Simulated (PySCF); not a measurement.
**Working out the excitation energy of Al**

Al [Ne] 3s2 3p1 (2P) → Al [Ne] 3s1 3p1 4s1 (4P). All numbers are calculated (PySCF 2.14, the non-relativistic Hamiltonian (point nucleus), in aug-cc-pV(D+d)Z). Frozen: [Ne]. Energies in hartree (1 hartree = 27.21139 eV):

```
             part   Al (lower)   Al (upper)
              UHF  -241.874285  -241.637162
MP2 opposite-spin    -0.029122     0.000000
    MP2 same-spin    -0.002235    -0.005537
```

**Question.** What does Hartree-Fock give?

**Answer.** (-241.637162) − (-241.874285) = 0.237123 hartree = 6.452 eV.

**Question.** What do MP2 and SCS-MP2 (6/5 opposite-spin, 1/3 same-spin) give?

**Answer.** The opposite-spin parts differ by 0.792 eV and the same-spin parts by -0.090 eV. MP2: 6.452 + (0.792) + (-0.090) = 7.154 eV. SCS-MP2: 6.452 + 1.2 × (0.792) + (-0.090)/3 = 7.372 eV.

The upper state lies above the first ionisation limit, but in LS coupling its spin forbids autoionisation to the ground ion. A Rydberg-like electron needs more diffuse functions than a valence basis has.
